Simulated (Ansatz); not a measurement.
Two structures of Si$_{2}$H$_{4}$F$_{4}$, singlet, reached by relaxing down either side of one saddle point (PBE0-D4/def2-TZVP). Energies are electronic, without zero-point energy. Program: Ansatz 0.2.0. Basis: def2-TZVPP and def2-QZVPP. Cores are frozen in the correlated methods. Extrapolation: Hartree–Fock as exp(−7.88 √X), correlation as X^−2.97. First:

| atom | x (Å) | y (Å) | z (Å) |
| --- | --- | --- | --- |
| Si1 | -0.9330 | -1.7796 | -0.1579 |
| F2 | 1.2544 | 0.2644 | -0.1577 |
| F3 | -2.0527 | -2.8889 | -0.1654 |
| F4 | -0.9562 | -1.1011 | 1.2637 |
| F5 | -1.3389 | -0.6975 | -1.2281 |
| H6 | 0.3630 | -2.3793 | -0.4541 |
| Si7 | 0.9722 | 1.8160 | 0.1584 |
| H8 | 1.7349 | 2.1738 | 1.3763 |
| H9 | 1.4378 | 2.6041 | -1.0057 |
| H10 | -0.4816 | 1.9882 | 0.3705 |

Second:

```csv
atom,x (Å),y (Å),z (Å)
Si1,-1.0552,-0.6675,0.0406
F2,2.4101,-0.8665,-0.4829
F3,-0.0781,-1.8927,-0.2912
F4,-1.7936,-1.0686,1.3784
F5,-2.1375,-0.6687,-1.1103
H6,1.7449,-1.5118,-0.4906
Si7,0.0772,1.3618,0.2103
H8,1.0618,1.2694,1.3122
H9,0.7236,1.6591,-1.0881
H10,-0.9531,2.3855,0.5217
```

Q: Which bonds change from the first to the second?

A: SiHF₃ ([F][SiH]([F])[F]) + SiH₃F ([F][SiH3]) → Si₂H₃F₃ ([F][Si]([F])([F])[SiH3]) + HF; bonds formed: Si1–Si7, F2–H6; bonds broken: Si1–H6, F2–Si7.

Q: Give the saddle point's structure and its height above each. (Judge from chemistry; the value comes from the calculation.)

A: By the calculation: 77.30 kcal/mol above the first and 46.26 kcal/mol above the second (CCSD(T) at an estimated basis limit (MP2 extrapolated from triple and quadruple zeta, plus CCSD(T) − MP2 in triple zeta)).
Si1  (-0.898, -0.994, -0.032)
F2  (1.979, -0.231, -0.331)
F3  (-0.690, -2.540, -0.306)
F4  (-1.571, -0.887, 1.393)
F5  (-1.929, -0.491, -1.117)
H6  (0.923, -0.681, -0.246)
Si7  (0.643, 1.099, 0.086)
H8  (1.330, 1.408, 1.353)
H9  (1.000, 1.840, -1.139)
H10  (-0.789, 1.478, 0.338)
(Å)

The search had been set up for a four-centre ligand exchange (forming Si1–Si7, F2–H6, breaking Si1–F2, H6–Si7); from that guess it ended on this step instead.

The T1 diagnostic stays at or below 0.014.

Labels in which every atom is bracketed show which atoms are joined, not bond orders.

For scale, one of the runs: CCSD(T)/def2-TZVPP, 264 basis functions, launched by `ansatz run in.yaml --threads 8 --pin off --events-out ev --progress --plain --max-ram 19148MiB`. Time: 4.5 min of wall clock on 8 CPU threads of an Arm Neoverse N1; the host was shared. Peak host memory: 6.8 GiB.
